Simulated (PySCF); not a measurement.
A GIAO shielding run with PySCF 2.14.0 with density-fitted response routines (density fitting, non-relativistic, gas phase) on SMILES [SiH2](C)C[C@@H](CF)[SiH2]C#N, C5H12FNSi2:

```
$ OMP_NUM_THREADS=1 python probes_run.py task.json out

{"job": {"kind": "nmr", "xc": "PBE0", "basis": "pcSseg-1"}, "charge": 0, "multiplicity": 1}
C      3.322021     0.440438     0.207235
Si     1.812509    -0.175997    -0.757855
C      0.268539     0.083191     0.335352
C     -1.070528    -0.122804    -0.377961
C     -1.210719    -1.563727    -0.838884
F     -2.478016    -1.793283    -1.328583
Si    -2.555054     0.343815     0.741168
C     -2.207687     2.102510     1.273438
N     -1.988481     3.177787     1.602105
H      3.463796    -0.122109     1.125668
H      4.226705     0.336153    -0.382877
H      3.222822     1.488261     0.475699
H      1.643733     0.580174    -2.005141
H      1.984517    -1.600777    -1.078553
H      0.314494    -0.576462     1.205193
H      0.295127     1.102980     0.727151
H     -1.089405     0.512669    -1.270419
H     -0.514782    -1.810461    -1.646523
H     -1.068967    -2.263102    -0.008129
H     -2.546047    -0.466328     1.963541
H     -3.833494     0.344016     0.037902
```

Hardware: 1 thread of an Arm Neoverse N1, shared host. The job also computes population analyses, field gradients.

Task: How large is the calculation?

Result: 86 electrons, 227 basis functions and 1218 auxiliary functions.

Task: How long does it take, and how much memory does it need?

Result: 86 s of wall time, with 14 SCF cycles and 5 response iterations; peak memory 1.1 GiB. Times on a shared host scatter by some tens of per cent.
